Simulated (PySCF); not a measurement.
**Potential energy of ReB along the bond**

Set-up: Re x2c-TZVPPall, B x2c-TZVPPall; spin-free X2C with a Gaussian nucleus (PySCF 2.14). Energies in eV from Re (5d5 6s2) + B in their ground configurations at the same level. State: quintet, unpaired electrons σ ↑↑, δ ↑↑, a mixture of terms (⟨Lz²⟩ = 1.5).

All columns are PBE0. A positive dipole means Re(−)B(+).

```tsv
R (Å)	E (eV)	μ (D)	Mulliken charge on Re (basis-dependent)	HOMO (eV)	LUMO (eV)	Mayer bond order	⟨S²⟩
1.563	-2.078	-1.95	0.25	-5.81	-3.23	3.15	6.03
1.636	-2.891	-2.09	0.17	-5.95	-3.06	3.02	6.04
1.709	-3.348	-2.20	0.08	-6.09	-2.91	2.87	6.06
1.764	-3.514	-2.26	0.02	-6.19	-2.82	2.75	6.08
1.818	-3.564	-2.30	-0.04	-6.20	-2.76	2.63	6.11
1.873	-3.525	-2.33	-0.08	-6.03	-2.76	2.51	6.14
1.945	-3.368	-2.36	-0.12	-5.84	-2.82	2.35	6.21
2.036	-3.062	-2.39	-0.14	-5.63	-2.93	2.18	6.32
2.145	-2.607	-2.45	-0.12	-5.42	-3.06	2.01	6.47
2.291	-1.949	-2.55	-0.06	-5.20	-3.23	1.85	6.68
```

A fit through these points gives, at Re = 1.819 Å, μ = -2.30 D and dμ/dR = -0.626 D/Å; the reduced mass is 10.4 u.

Q: How strong is the fundamental in the double-harmonic approximation, I = 42.26·(dμ/dR)²/μred km/mol?

A: I = 42.26·(-0.626)²/10.4 = 1.59 km/mol at PBE0.

The metal atom is held in its measured ground configuration; semilocal functionals can put another filling of s and d lower by some tenths of an eV, and De to that atom would be smaller. ⟨S²⟩ of the unrestricted solution departs from its pure value on part of the curve, where spin states mix. Spin–orbit coupling is left out, which matters for elements this heavy, above all for dissociation energies. The state is the lowest single determinant that the PBE0 search found; with open d or f shells the true ground state can be another one.
